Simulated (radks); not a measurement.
These are the eigenvalues of the occupied orbitals of an atom or ion with whole-number occupations (eV). Method: Dirac Kohn-Sham, PBEsol, spin-unpolarised, spherical densities, point nucleus; computed with a radial shooting solver on a logarithmic mesh with Libxc functionals.

1s1/2: -2090.882
2s1/2: -184.1315
2p1/2: -135.5236
2p3/2: -134.6074
3s1/2: -23.2072
3p1/2: -14.2068

Which element is it, and in what charge state? The configuration may be excited. Open shells, if any, fill j = l - 1/2 first.

Answer. Z = 15, phosphorus, charge +1: P+ in [Ne] 3s2 3p2. The list shows which subshells hold electrons but not how many an open one holds; the 1s level, -76.839 hartree, gives Z - s = 12.4 by -(Z - s)^2/2, which with screening and relativity narrows Z to a few neighbours, and the depths of the outer levels then fix element, charge and occupations together.
